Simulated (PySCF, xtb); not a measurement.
C2H5ClGeO, SMILES [Cl][GeH]1[CH2]O[CH2]1.

GFN2-xTB in xtb at its own geometry gives an orbital gap of 5.20 eV and a dipole moment of 2.03 D.

Geometry: B3LYP-D3(BJ)/def2-SVP. This is a generated structure with no PubChem entry under its InChIKey; it may be hypothetical.

**Question.** What does PySCF with PBE/def2-TZVP give? (The exact figures need the calculation; the answer reports its results.)

**Answer.** gap 4.92 eV (levels -6.07 and -1.15 eV), dipole 1.13 D.
